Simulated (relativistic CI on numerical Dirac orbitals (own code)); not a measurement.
Computed by Dirac-Coulomb-Breit CI, KLI orbitals optimised for each configuration, QED by a radiative potential, valence Slater integrals scaled by 0.85, P86 correlation energy added to each configuration (own radial code, finite nucleus).

Configuration list (outside the closed core [Xe] 4f14): 5d10, 5d9.6s, 5d9.6p, 5d9.5f, 5d9.7s, 5d9.6d, 5d9.7p, 5d9.8s, 5d9.7d, 5d9.8p, 5d9.6f, 5d9.5g, 5d9.8d, 5d9.7f. Double excitations out of closed p, d and f shells are left out; levels of such configurations are missing from the list, as are those of other unlisted configurations, and high levels can miss mixing partners.

Correlation outside the listed configurations is missing or only estimated: errors of thousands of cm⁻¹ between configurations and terms are usual at this charge. Rates and lifetimes follow the computed energies and can be off by large factors. The fine structure of a lone outer electron comes out too small, for d and f at times inverted, and misplaced configurations move strength between like terms. 15 of the 62 excited levels that our extract of the measured tables holds in this range could be paired (the sources list more); they are missed by 2848 cm⁻¹ on average and 4536 at most, and levels without a partner can miss by more.

Outline of the computed level scheme of Hg III. Lowest level of each configuration: 5d10 1S_0 at 0.0000 eV; 5d9.6s 3D_3 at 5.8079 eV; 5d9.6p 3P°_2 at 13.3024 eV; 5d9.7s 3D_3 at 21.8736 eV; 5d9.6d 3S_1 at 22.3193 eV; 5d9.7p 3P°_2 at 24.0898 eV.

Some strong electric-dipole decays among the lowest 45 levels: 5d9.6p 1P°_1 → 5d10 1S_0 (3.8e+09 s⁻¹); 5d9.6d 3S_1 → 5d9.6p 3P°_2 (2.0e+09 s⁻¹); 5d9.6d 3G_4 → 5d9.6p 3F°_3 (2.0e+09 s⁻¹); 5d9.6d 3G_5 → 5d9.6p 3F°_4 (1.8e+09 s⁻¹); 5d9.6d 3G_4 → 5d9.6p 3F°_3 (1.8e+09 s⁻¹); 5d9.6p 3F°_4 → 5d9.6s 3D_3 (1.6e+09 s⁻¹); 5d9.6d 3P_2 → 5d9.6p 3P°_2 (1.5e+09 s⁻¹); 5d9.6p 3D°_1 → 5d9.6s 3D_1 (1.5e+09 s⁻¹).

Rates of lines that live on the mixing of spin multiplicities can be off by large factors.

LS names give the leading component of a level, which can be under half, so a name can repeat, a term be missing and a line seem to break the LS rules.
